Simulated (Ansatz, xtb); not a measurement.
## Two conformers of C2H6ClFSn

We compare I, `C[CH2][Sn@H]([F])[Cl]`, a singlet, with II, `C[CH2][Sn@H]([F])[Cl]`, a singlet. Both are isolated molecules in the gas phase, relaxed with PBE0-D3(BJ)/def2-SVP.

I (Å):

```xyz
11

C     1.4285    0.0416   -0.5095
C     1.9296    1.2807    0.2176
Cl   -1.0148    2.8774   -1.1258
F    -0.8171    1.5032    1.9762
Sn    0.3073    2.5534    0.7911
H     0.8504    0.3082   -1.4071
H     2.2714   -0.5920   -0.8281
H     0.7776   -0.5680    0.1350
H     2.4776    1.0317    1.1400
H     2.6001    1.8884   -0.4104
H     0.4906    4.0637    1.5668
```

II (Å):

```
atom    x (Å)    y (Å)    z (Å)
   C  -1.0317  -0.2520  -1.0259
   C  -1.1273   1.0363  -0.2211
  Cl  -0.9230   2.1964   3.2426
   F   0.0944  -0.8526   2.0921
  Sn   0.1279   1.0030   1.5148
   H  -1.2380  -1.1346  -0.4029
   H  -0.0324  -0.3885  -1.4679
   H  -1.7566  -0.2463  -1.8555
   H  -2.1404   1.2056   0.1753
   H  -0.8570   1.9246  -0.8131
   H   1.7796   1.4382   1.5120
```

Problem. Estimate which is lower in electronic energy at CCSD(T)/def2-SVP + ΔMP2/def2-TZVPP, and by roughly how much.

Solution. Too close to call at this level: CCSD(T)/def2-SVP + ΔMP2/def2-TZVPP gives E(II) − E(I) = +0.63 kcal/mol.

How the difference moves with the method:

```csv
level,geometry,E(II) − E(I) (kcal/mol),departure from the last row (kcal/mol),"job, with rough time for the two"
PBE0-D3(BJ)/def2-SVP,PBE0-D3(BJ)/def2-SVP,+0.56,−0.07,"optimisation, 2 min"
HF/def2-SVP,PBE0-D3(BJ)/def2-SVP,+0.28,−0.35,part of the CCSD(T) run
MP2/def2-SVP,PBE0-D3(BJ)/def2-SVP,+0.59,−0.03,part of the CCSD(T) run
CCSD(T)/def2-SVP,PBE0-D3(BJ)/def2-SVP,+0.53,−0.10,single point
CCSD(T)/def2-SVP + ΔMP2/def2-TZVPP,PBE0-D3(BJ)/def2-SVP,+0.63,,"single point, 65 s"
```

The largest departure from CCSD(T)/def2-SVP + ΔMP2/def2-TZVPP is that of HF/def2-SVP, 0.35 kcal/mol. Levels run at GFN2-xTB geometries aren't shown. The last row adds to CCSD(T) the change of the MP2 difference between the two basis sets, here +0.10 kcal/mol.

With harmonic frequencies from PBE0-D3(BJ)/def2-SVP (ideal gas, rigid rotor, one conformer each, 298.15 K, 1 atm): on the last row, ΔE + ΔZPE = +0.60 kcal/mol. A mode under 50 cm⁻¹ makes harmonic enthalpies and free energies unreliable, so none is given.

The correlated steps freeze 12 core orbitals; the filled d shell of Sn is correlated, in a basis made for valence electrons. Atoms past krypton carry core potentials in the def2 sets and no spin–orbit term is included. Codes used: Ansatz 0.2.0; the last row on 2 threads of Intel(R) Xeon(R) Platinum 8375C CPU @ 2.90GHz (Ice Lake) on a shared host.
